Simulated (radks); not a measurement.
All-electron atom: the cerium ion Ce42+ in [Ne] 3s1.5 3p4.5 (fractional occupations, a model configuration). Method: scalar-relativistic Kohn-Sham, revPBE, spin-polarised, spherical densities, finite nucleus; open shells are filled with parallel spins first (spin-orbit coupling, left out, can overturn this in heavy ions); Fermi nuclear charge, rms radius 4.8771 fm; computed with a radial shooting solver on a logarithmic mesh with Libxc functionals.

Local quantities along the radius. ELF = 1/(1 + alpha^2) is the electron localisation function; alpha = (tau - tau_W)/tau_unif compares the Pauli kinetic energy density with that of the uniform gas (summed over spins); 4 pi r^2 rho is in e/bohr. tau is taken from the large components.

| r (bohr) | ELF | alpha | 4 pi r^2 rho |
|---|---|---|---|
| 0.000863 | 0.999 | 0.02343 | 2.147 |
| 0.001071 | 0.999 | 0.02341 | 3.100 |
| 0.001329 | 0.999 | 0.02371 | 4.450 |
| 0.001663 | 0.999 | 0.02443 | 6.423 |
| 0.002064 | 0.999 | 0.02563 | 9.066 |
| 0.002562 | 0.999 | 0.02748 | 12.65 |
| 0.003179 | 0.999 | 0.03021 | 17.42 |
| 0.003946 | 0.999 | 0.03422 | 23.56 |
| 0.004897 | 0.998 | 0.04016 | 31.19 |
| 0.006127 | 0.998 | 0.04955 | 40.58 |
| 0.007604 | 0.996 | 0.06385 | 50.59 |
| 0.009437 | 0.992 | 0.08731 | 60.60 |
| 0.01171 | 0.984 | 0.1280 | 69.20 |
| 0.01454 | 0.961 | 0.2025 | 74.70 |
| 0.01804 | 0.894 | 0.3452 | 75.87 |
| 0.02257 | 0.717 | 0.6283 | 72.67 |
| 0.02801 | 0.470 | 1.061 | 67.89 |
| 0.03477 | 0.332 | 1.418 | 65.98 |
| 0.04315 | 0.378 | 1.282 | 70.85 |
| 0.05355 | 0.577 | 0.8566 | 81.80 |
| 0.06646 | 0.761 | 0.5597 | 91.11 |
| 0.08315 | 0.827 | 0.4577 | 87.59 |
| 0.1032 | 0.735 | 0.6006 | 68.19 |
| 0.1281 | 0.343 | 1.383 | 44.21 |
| 0.159 | 0.161 | 2.283 | 31.58 |
| 0.1973 | 0.448 | 1.111 | 32.08 |
| 0.2468 | 0.817 | 0.4734 | 31.26 |
| 0.3063 | 0.855 | 0.4113 | 20.54 |
| 0.3802 | 0.717 | 0.6287 | 8.036 |
| 0.4718 | 0.297 | 1.537 | 1.712 |
| 0.5856 | 0.025 | 6.219 | 0.1764 |
| 0.7268 | 0.000 | 45.79 | 0.007508 |

On this mesh the ELF has minima near r = 0.035, 0.16 bohr, which separate the shells, and maxima near 0.083 (0.83), 0.27 (0.86).
